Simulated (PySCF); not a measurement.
Sn(Me)(OEt)(NH2)2, SMILES CC[O][Sn]([CH3])([NH2])[NH2] at its GFN2-xTB optimised geometry (Å):

```
19

C      2.3010    -0.5435    -0.5447
C      0.9157    -0.8698    -1.0839
O      0.0712    -1.1353     0.0000
Sn    -1.9304    -1.1353     0.0000
C     -2.3627    -2.1531     1.8739
N     -2.6647     0.7646     0.0000
N     -2.5138    -1.8490    -1.8303
H      2.9874    -0.3611    -1.3673
H      2.6647    -1.3752     0.0522
H      2.2524     0.3388     0.0879
H      0.9704    -1.7452    -1.7421
H      0.5478    -0.0266    -1.6822
H     -3.2280    -1.6904     2.3317
H     -1.5015    -2.0573     2.5227
H     -2.5627    -3.2020     1.6872
H     -2.6291     1.1806    -0.9244
H     -2.1292     1.3752     0.6076
H     -2.2229    -2.8074    -1.9875
H     -3.5200    -1.8288    -1.9449
```

Level of theory: CAM-B3LYP/def2-SVP, def2 effective core potentials past Kr (PySCF 2.14.0). The core electrons that the potentials of Sn replace are not part of the density.

Map of the electrostatic potential (hartree/e), clipped to [-0.08, 0.12] on the plane z = 0.8 Å:

```
|33333444444444444443333333333|
|33333444444444444443333333333|
|33333444444444444443333333333|
|33333444444444444433333333333|
|33333344444444444433333333333|
|33333344444444444433333333333|
|33333344454444444333333333333|
|33333345555544444333333333333|
|32222347986544443333333333333|
|22211259998544433333333333333|
|22100279999644333334443333333|
|21000299998543333334544333333|
|21000399996543222335664333333|
|22100289997643212235774333333|
|32211379999852101134554333333|
|33333699999962000123443333333|
|33345999999994300023444333333|
|44457999999997730012455433333|
|44457999999996410012466543333|
|44556999999973100012455443333|
|44456799999952000012344433333|
|44455679998642101122333333333|
|44445567766543212222333333333|
|44445566655443322223333333333|
|44445566554443333333333333333|
|44444555554443333333333333333|
|44444555544443333333333333333|
|44444444444444333333333333333|
|44444444444444433333333333333|
```
Scale: ten equal steps from -0.080 (start of '0') to 0.120 (end of '9'), in the order '0123456789'; x runs from -5.00 to 5.00, y from -5.00 (bottom) to 5.00 (top).
